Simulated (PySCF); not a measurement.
SiBH6NO2

The system: SiBH6NO2, a small molecule; neutral, singlet. The structure, one conformer, was relaxed in the gas phase by PBE0-D3(BJ)/def2-SVP. No frequency run checks that it is a minimum.

SMILES: OB(O)N[SiH3]

```tsv
atom	x (Å)	y (Å)	z (Å)
O1	1.543	-1.012	0.131
B2	0.519	-0.519	0.894
O3	0.508	-0.801	2.230
N4	-0.553	0.283	0.375
Si5	-0.850	0.817	-1.248
H6	1.482	-0.773	-0.798
H7	1.264	-1.345	2.472
H8	-1.220	0.559	1.090
H9	-2.139	0.299	-1.802
H10	-0.867	2.306	-1.374
H11	0.273	0.285	-2.085
```

Shieldings: GIAO PBE0/pcSseg-2. Shifts are against computed references at the same level: H TMS (σ 31.24 ppm), Si TMS (σ 341.3 ppm). Core levels by delta-SCF with SCAN, pcX-2 on the ionised atom and pcseg-1 elsewhere, spin-free X2C (2p3/2 is the spin-free 2p value less a third of a first-order spin-orbit splitting); from the vacuum level, for chosen atoms.

Question: Give the shieldings and core levels atom by atom.

Answer: 
```csv
atoms,bonded to,σ (ppm),δ (ppm),core level (eV)
O1,1 B + 1 H,245.6,-,1s 538.93
B2,1 N + 2 O,77.9,-,1s 197.51
O3,1 B + 1 H,243.3,-,1s 538.84
N4,1 B + 1 Si + 1 H,225.3,-,1s 404.60
Si5,1 N + 3 H,401.1,-59.8,2p3/2 107.41
H6,1 O,27.83,3.41,-
H7,1 O,28.53,2.72,-
H8,1 N,29.82,1.42,-
H9 H10 H11,1 Si,26.55,4.70,-
```

Values are those of this one static structure, with the three H of a rotating XH3 group averaged; atoms that internal rotation interchanges would show their mean in an NMR spectrum.

Question: By CAM-B3LYP/def2-SVPD (TDDFT singlets, Tamm-Dancoff triplets, ionisation by delta-SCF), where does absorption start, and what does vertical ionisation take?

Answer: The first singlet with intensity lies at 7.67 eV (f 0.004); what lies below it is dark. The lowest singlet lies at 6.56 eV (f 0.001), the strongest of the first 6 at 8.23 eV (f 0.075), the lowest triplet at 6.32 eV; vertical ionisation takes 10.08 eV.
